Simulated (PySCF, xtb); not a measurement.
C5H5FO, SMILES O=C1CCC=C1F. Other conformers were not sampled.

Harmonic wavenumbers (cm⁻¹) from xtb with GFN2-xTB at its own minimum, in rising order: 86, 227, 275, 349, 491, 573, 586, 677, 788, 792, 825, 973, 982, 1034, 1096, 1098, 1160, 1185, 1250, 1269, 1291, 1424, 1457, 1667, 1786, 2959, 2985, 2997, 3012, 3132.

**Question.** What does PBE-D3(BJ)/def2-SVP (PySCF) give at its own minimum? (Estimate from the structure and the level; the computed values follow.)

**Answer.** 87, 225, 278, 358, 495, 589, 593, 676, 760, 763, 850, 915, 960, 1002, 1068, 1102, 1169, 1178, 1242, 1273, 1330, 1364, 1400, 1672, 1787, 2970, 3006, 3008, 3058, 3149. Paired by order, the mean absolute difference is 19 cm⁻¹ and the zero-point energies are 54.9 and 54.8 kcal/mol.
